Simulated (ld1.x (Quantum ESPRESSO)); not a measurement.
# Varying the TM semilocal potential for Sr (Z = 38)

Base potential:

ld1.x (Quantum ESPRESSO) 7.5 input, shortened:

```
&input
   title='Sr', zed=38., rel=1, dft='PBESOL', iswitch=3,
   config='[Kr] 4d0 5s2 5p0'
 /
 &inputp
   pseudotype=1, tm=.true., lloc=0,
   nlcc=.false.
 /
3
4P  2  1   6.00   0.00  2.35  2.35  0.0
4D  3  2   0.00   0.00  2.40  2.40  0.0
4S  1  0   2.00   0.00  2.15  2.15  0.0
 &test
   configts(1)='4s2 4p6 4d0 5s2 5p0'
 /
```

Occupied shells without a wave of their own: 5s. They enter only through the test configuration that unscreens the potential.

All-electron outer shells of the reference configuration (PBEsol, scalar-relativistic, ld1.x):

| shell | level (eV) | outermost node (bohr) | outermost maximum (bohr) |
| --- | --- | --- | --- |
| 3p | -255.90 | 0.19 | 0.43 |
| 3d | -128.02 | – | 0.38 |
| 4s | -40.87 | 0.59 | 1.19 |
| 4p | -22.81 | 0.61 | 1.33 |
| 5s | -3.54 | 1.65 | 3.67 |
| 4d | -1.29 | 0.65 | 2.12 |
| 5p | -1.27 | 1.96 | 4.83 |

Cutoffs, loose and tight: the cutoffs (Ry, on a coarse ladder) from which the occupation-weighted sum of valence levels, in a spherical-Bessel basis at the reference potential, stays within 10 and 1 mRy of its value at 400 Ry. They do not see the model core or the augmentation charge, which bear on the density cutoff. Test errors are all-electron minus pseudo excitation energies from the reference, over the configurations 4s2 4p6 4d0 5s1 5p0; 4s2 4p6 4d0 5s0 5p0; 4s2 4p6 4d0 5s1.5 5p0; 4s2 4p6 4d1 5s1 5p0; 4s2 4p6 4d0.5 5s1.5 5p0; 4s2 4p6 4d0 5s1 5p1; 4s2 4p6 4d0 5s0 5p1. A dash means not determined; rows that change the core or the reference have their own tests. The largest error is taken over the tests solved by every variant that gives reliable tests at all: 4s2 4p6 4d0 5s0 5p0; 4s2 4p6 4d0 5s0 5p1; 4s2 4p6 4d0 5s1 5p0; 4s2 4p6 4d0 5s1.5 5p0; 4s2 4p6 4d0.5 5s1.5 5p0; 4s2 4p6 4d1 5s1 5p0.

Cutoffs are not given where the Bessel-basis levels miss the radial ones by over 6 mRy, ghosts where they miss by over 20 mRy; a channel whose overlap is not positive is not tested.

In the semilocal form every listed channel keeps its own potential, so the choice of the local channel does not act on these tests. It acts once the file is put into the separable form.

A semilocal file is local in each channel, so a ghost entry of none says nothing of the separable form that plane-wave codes build from it.

On the changes marked as counting shells twice: ld1.x takes every shell without a wave as core, so the model core holds the marked electrons as well and exchange and correlation see them twice. This cancels in the reference configuration, but the file is broken for other ones, and its errors say nothing about a proper core correction.

```tsv
change	outcome	cutoff, loose	cutoff, tight	bound ghosts	largest test error (meV)
base	generated, misses its reference levels by 0.55 eV	18 Ry	40 Ry	none	-2131
core correction a·sin(br)/r model core inside 1.66 bohr (5s counted twice)	generated, misses its reference levels by 0.55 eV	18 Ry	40 Ry	none	-2867
wave 4p (bound): rc 2.35 bohr becomes 4p (bound): rc 2.66 bohr	generated, misses its reference levels by 0.55 eV	18 Ry	40 Ry	none	-2131
all radii scaled by about 1.41 (s 3.02, p 3.30, d 3.38 bohr)	generated, misses its reference levels by 1.31 eV	15 Ry	25 Ry	none	-5407
wave 4s (bound): rc 2.15 bohr becomes 4s (bound): rc 3.00 bohr	generated, misses its reference levels by 1.29 eV	15 Ry	30 Ry	none	-11777
core [Kr], valence charge 2; reference 4d0 5s1 5p0; waves now 5s (bound): rc 2.75 bohr; 4d (bound): rc 3.40 bohr; 5p (bound): rc 3.10 bohr; local potential the p channel	generated	6 Ry	18 Ry	none	+469
local potential the p channel	generated, misses its reference levels by 0.55 eV	18 Ry	40 Ry	none	-2130
reference 4s2 4p6 4d0 5s1.5 5p0	generated, misses its reference levels by 0.65 eV	18 Ry	40 Ry	none	-1607
wave 4d (bound): rc 2.40 bohr becomes 4d (bound): rc 3.46 bohr	generated, misses its reference levels by 0.55 eV	18 Ry	40 Ry	none	-2131
```

Q: What comes out with this change to the base: type PAW, which also changes the form from semilocal to separable; waves now 4s (bound): rcut 1.85, rcutus 2.15 bohr; 5s (bound): rcut 1.85, rcutus 2.15 bohr; 4p (bound): rcut 2.10, rcutus 2.35 bohr; 5p (bound): rcut 2.10, rcutus 2.35 bohr; 4d (bound): rcut 2.10, rcutus 2.40 bohr; 4d channel at 1.05 Ry: rcut 2.10, rcutus 2.40 bohr; local potential all-electron potential smoothed inside 1.60 bohr (lloc = -1); core correction a·sin(br)/r model core, default radius (ld1.x builds one for every PAW set, though the input has nlcc=.false.); augmentation BESSEL, radius 1.70 bohr?

A: outcome: generated, overlap not positive; bound ghosts: not determined (overlap not positive); largest test error (meV): -1.6. A file whose overlap is not positive is unfit for use, and its test errors describe a broken file.

Q: What comes out with this change to the base: functional LDA (PZ)?

A: outcome: generated, misses its reference levels by 0.58 eV; cutoff, loose: 18 Ry; cutoff, tight: 40 Ry; bound ghosts: none; largest test error (meV): -2253.
